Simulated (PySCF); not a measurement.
2,2,2-trifluoroethyl formate: removing and adding an electron

Parent: 2,2,2-trifluoroethyl formate, `O=COCC(F)(F)F` (C3H3F3O2). Atom numbers as in the mapped SMILES `[O:1]=[CH:2][O:3][CH2:4][C:5]([F:6])([F:7])[F:8]`.

Computed at ωB97X-D3(BJ)/ma-def2-TZVP // PBE0-D3(BJ)/ma-def2-SVP with PySCF (density fitting, grid level 2). The prefix ma- adds one diffuse s and one diffuse p function on all atoms but H. Zero-point and thermal terms (298.15 K, 1 bar) come from unscaled PBE0-D3(BJ)/ma-def2-SVP harmonic frequencies, with soft modes damped to free rotors in the entropy.

Frontier levels of the parent: HOMO -11.54 eV, LUMO 1.08 eV.

Oxidation to the radical cation:
```
Vertical ionisation energy (electronic)              : 11.61 eV
Adiabatic ionisation energy (with zero-point energy) : 11.12 eV
Adiabatic, electronic part                           : 11.17 eV
Vertical gap at the product's structure              : 10.52 eV
Inner reorganisation energy (four-point)             : 1090 meV
Relaxation of product / of parent                    : 441 / 648 meV
⟨S²⟩ of the product                                  : 0.755
Largest spin populations                             : O1 0.93
Largest changes of atomic charge                     : O1 0.47, O3 0.16, H (on C2) 0.14
Distances that move most (Å)                         : C2–O3 1.342 → 1.262; O1–C2 1.195 → 1.247; O3–C4 1.409 → 1.459; C5–F8 1.337 → 1.312
Potential in acetonitrile                            : 8.52 V absolute, 3.97 V against Fc+/Fc computed at 4.54 V (solvation -25 → -274 kJ/mol)
```

Vertical electron affinity to the radical anion: -0.94 eV. The extra electron is not bound at this structure, the number hangs on the basis, and the ion was not relaxed.

Solvents are IEF-PCM continua (electrostatics only, gas-phase structures); absolute potentials refer to an electron at rest in vacuum. Fc+/Fc in acetonitrile, 4.54 V, is ωB97X-D3(BJ)/ma-def2-TZVP on PBE0-D3(BJ)/def2-SVP structures with GFN2-xTB thermal terms. Benchmark calculations put it near 5.0 V in acetonitrile and DMSO, so it is about 0.5 V low, and the value against it can read up to that much too high.

Measured values (NIST Chemistry WebBook, evaluated or the median of agreeing entries): adiabatic ionisation energy 11.31 eV (computed 11.12, difference -0.19).

Differences come from unrounded values, so a last digit can differ from that of the printed terms.
